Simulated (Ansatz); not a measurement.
C3H4F4O, SMILES `FCCOC(F)(F)F`. Total charge 0; spin multiplicity 1. All single points use the PBE0-D4/def2-TZVP geometry. It is one conformer, not always the lowest.

```xyz
12

F     0.739   -1.908   -1.800
C     0.828   -0.683   -1.175
C     0.142   -0.791    0.169
O     0.340    0.424    0.897
C    -0.708    1.251    0.967
F    -0.334    2.342    1.610
F    -1.166    1.609   -0.244
F    -1.747    0.711    1.618
H     0.348    0.069   -1.807
H     1.884   -0.430   -1.046
H    -0.921   -1.008    0.050
H     0.595   -1.587    0.760
```

Task: What is the dipole moment at ωB97M-V/def2-TZVPP? (Estimate.)

Result: The calculation gave: 0.76 D, with components (0.52, -0.54, -0.14) D in this frame, pointing from negative to positive charge.

Task: And with PBE, r2SCAN, B3LYP? (An estimate is asked.)

Result: The calculation gave: PBE 0.75 D, r2SCAN 0.76 D, B3LYP 0.77 D.

Task: Give the Mulliken charges with ωB97M-V, B3LYP, r2SCAN in def2-TZVPP. (Estimate.)

Result: Computed: 
| atom | ωB97M-V | B3LYP | r2SCAN |
| --- | --- | --- | --- |
| F1 | -0.23 | -0.24 | -0.24 |
| C2 | 0.05 | 0.07 | 0.15 |
| C3 | -0.07 | 0.01 | 0.09 |
| O4 | -0.26 | -0.28 | -0.28 |
| C5 | 0.54 | 0.57 | 0.57 |
| F6 | -0.15 | -0.16 | -0.16 |
| F7 | -0.18 | -0.19 | -0.18 |
| F8 | -0.17 | -0.18 | -0.18 |
| H9 | 0.10 | 0.09 | 0.05 |
| H10 | 0.10 | 0.09 | 0.04 |
| H11 | 0.13 | 0.10 | 0.07 |
| H12 | 0.13 | 0.11 | 0.07 |

B3LYP here is the variant with VWN-RPA as its local correlation; programs differ in this.
